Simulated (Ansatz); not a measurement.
Correlation energies of `C[B-](C)([SH2+])Cl` by basis set

```xyz
13

C     0.358   -0.049    1.588
B     0.323   -0.377    0.039
C     0.659    0.755   -1.017
S    -1.797   -0.859   -0.288
Cl    1.002   -2.038   -0.399
H     0.000   -0.866    2.218
H     1.401    0.135    1.871
H    -0.201    0.858    1.841
H     1.726    0.992   -0.927
H     0.493    0.456   -2.055
H     0.113    1.685   -0.828
H    -2.355    0.359   -0.428
H    -1.722   -1.051   -1.615
```

Total charge 0; spin multiplicity 1. The geometry is a stationary point of PBE0-D4/def2-TZVP. It is one conformer, not always the lowest. Frozen core, restricted reference, Ansatz 0.2.0. CBS rows extrapolate triple and quadruple zeta; past MP2 they add the triple-zeta difference.

| basis | HF (Eh) | MP2 corr. |
| --- | --- | --- |
| def2-SVP | -961.80967 | -0.66773 |
| def2-TZVPP | -962.21582 | -0.85765 |
| def2-QZVPP | -962.24465 | -0.92289 |

Estimate the CCSD correlation energy and the (T) correction in each basis where they were run (hartree).


```csv
basis,CCSD corr.,(T)
def2-SVP,-0.73781,-0.02036
def2-TZVPP,-0.92506,-0.03854
CBS(def2),-1.03863,as TZ
```
